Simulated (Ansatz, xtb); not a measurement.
The molecule MgP-, multiplicity 3 (lowest of 2S+1 = 1, 3, 5 at CCSD(T)/def2-TZVPP on PBE0 minima; our sources give no spin for the ground state, which may be another).

The constants come from a fifth-degree fit in 1/R (seven points, main isotopes). In def2 and cc sets the state is the lowest found near the PBE0 minimum, followed along R.

Correlated levels freeze the inner cores; with def2 sets outer-core shells near the valence are correlated too.

The values were computed with Ansatz (an electronic-structure program); xtb for the GFN methods.  The GFN methods have no spin term and hold the electronic entropy of 300 K.

Task: What bond length and harmonic frequency does GFN2-xTB give?

Result: r_e = 2.450 Å, ω_e = 337 cm⁻¹.

Task: What bond length and harmonic frequency does wB97X-V/def2-TZVPP give?

Result: r_e = 2.392 Å, ω_e = 363 cm⁻¹.

Task: What bond length and harmonic frequency does CCSD(T)/def2-QZVPP give?

Result: r_e = 2.402 Å, ω_e = 358 cm⁻¹.
